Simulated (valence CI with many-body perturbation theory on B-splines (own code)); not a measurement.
# I XXXIII: one-electron terms

Calculated by valence CI with perturbative core correlation (CI+MBPT): three valence electrons over a frozen Dirac-Fock core [Ar], a basis of 9 s, 9 p, 10 d, 8 f, 5 g, 3 h, 1 i functions for each j, with the one-electron correlation potential Σ1 (screened to all orders), the two-electron term Σ2, the three-electron term Σ3, Breit, model QED; selected single and double excitations, second order for the rest (own B-spline code, finite nucleus).

The last digits are not significant, and no measured levels were compared; by estimate large intervals hold to a few tenths of a per cent, small ones and those within an open d or f shell to about a per cent. Only levels of the ground parity were solved; by the run's estimate the other parity begins above the list, which can be wrong where configurations are misplaced.

These are the spectroscopic orbitals of the CI (the correlating ones are not listed), shaped by the core and the other valence electrons. h is the expectation value of the core's Dirac-Fock operator, without the valence repulsion; Σ1 is computed up to l = 3 at one energy for each symmetry, that of its lowest orbital but kept below the first core excitation, so for empty shells it is not the orbital's own correlation shift; Breit and QED include the response of the core.

```csv
Orbital,h (hartree),Σ1 (cm⁻¹),Breit (cm⁻¹),QED (cm⁻¹),⟨r⟩ (bohr)
4s1/2,-47.557,-7792,4193,3070,0.5751
5s1/2,-28.979,-2928,2002,1489,0.9409
6s1/2,-19.52,-1456,1095,826,1.399
4p1/2,-45.738,-10105,6682,-120,0.5717
5p1/2,-28.087,-3665,3269,-55.6,0.9449
6p1/2,-19.019,-1800,1818,-30.2,1.411
4p3/2,-44.81,-9710,4187,194,0.5846
5p3/2,-27.641,-3604,2049,97.6,0.9608
6p3/2,-18.77,-1786,1195,55.3,1.430
3d3/2,-80.105,-22110,8217,-768,0.2542
4d3/2,-42.143,-9789,2987,-215,0.5614
5d3/2,-26.372,-3770,1460,-99,0.9523
3d5/2,-79.523,-21255,3955,-417,0.2569
4d5/2,-41.937,-9546,1479,-98.9,0.5648
5d5/2,-26.27,-3661,713,-42.7,0.9564
4f5/2,-39.532,-22393,264,-127,0.5105
5f5/2,-25.173,-8985,116,-60.8,0.9138
4f7/2,-39.465,-20047,-201,-83.5,0.5120
5f7/2,-25.137,-8026,-77.8,-38.1,0.9155
5g7/2,-24.537,,18.5,-14.5,0.8251
5g9/2,-24.521,,-27.6,-3.8,0.8259
```

Among the shells of the start configuration 3d3, Σ1 is largest in size for 3d3/2, where it is 0.13 % of h.

Lowest root of each symmetry, sizes in configuration state functions:

| J | Parity | Roots | Reference | Variational | Second order | Change by selected CI (cm⁻¹) | Change by second order (cm⁻¹) |
| --- | --- | --- | --- | --- | --- | --- | --- |
| 1/2 | even | 2 | 43 | 3464 | 752 | -5634 | 0 |
| 3/2 | even | 5 | 71 | 6452 | 5073 | -4762 | 0 |
| 5/2 | even | 5 | 79 | 7811 | 6698 | -3795 | -1 |
| 7/2 | even | 3 | 66 | 7656 | 2019 | -4303 | -1 |
| 9/2 | even | 3 | 49 | 6834 | 1825 | -4964 | -1 |
| 11/2 | even | 1 | 25 | 4752 | 2116 | -5731 | -2 |
